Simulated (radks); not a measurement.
Species: Hg3+. Configuration: [Xe] 4f14 5d9.

Method: Dirac Kohn-Sham, PBE, spin-unpolarised, spherical densities, finite nucleus; open shells fill j = l - 1/2 first; Fermi nuclear charge, rms radius 5.4648 fm; computed with a radial shooting solver on a logarithmic mesh with Libxc functionals.

Energy parts (hartree):
total: -19654.9944
kinetic: 22658.5950
electron-nucleus: -49477.2447
Hartree: 7536.2646
exchange-correlation: -372.6094

Orbitals (lengths in bohr, moments of r in powers of bohr):
| orbital | occ. | eigenvalue (hartree) | <r^4> |
|---|---|---|---|
| 1s1/2 | 2 | -3051.316 | 3.998e-07 |
| 2s1/2 | 2 | -541.4221 | 0.00005791 |
| 2p1/2 | 2 | -519.6829 | 0.00003430 |
| 2p3/2 | 4 | -448.1107 | 0.00005385 |
| 3s1/2 | 2 | -129.4303 | 0.002101 |
| 3p1/2 | 2 | -119.5995 | 0.001827 |
| 3p3/2 | 4 | -103.7464 | 0.002546 |
| 3d3/2 | 4 | -87.40961 | 0.001683 |
| 3d5/2 | 6 | -84.01249 | 0.001859 |
| 4s1/2 | 2 | -29.43831 | 0.04682 |
| 4p1/2 | 2 | -25.21578 | 0.04977 |
| 4p3/2 | 4 | -21.38785 | 0.06862 |
| 4d3/2 | 4 | -14.47220 | 0.08115 |
| 4d5/2 | 6 | -13.75840 | 0.08941 |
| 5s1/2 | 2 | -5.58179 | 1.199 |
| 4f5/2 | 6 | -4.85996 | 0.1546 |
| 4f7/2 | 8 | -4.70580 | 0.1637 |
| 5p1/2 | 2 | -4.18485 | 1.670 |
| 5p3/2 | 4 | -3.50796 | 2.424 |
| 5d3/2 | 4 | -1.60382 | 7.709 |
| 5d5/2 | 5 | -1.52783 | 8.795 |

The highest occupied level is 5d5/2 at -41.574 eV. The electron density at the nucleus is 2.324e+06 e/bohr^3. Summed over all electrons, <r^2> = 37.57 bohr^2, which gives a Langevin (diamagnetic) susceptibility term of -29.8 x 10^-6 cm^3/mol.
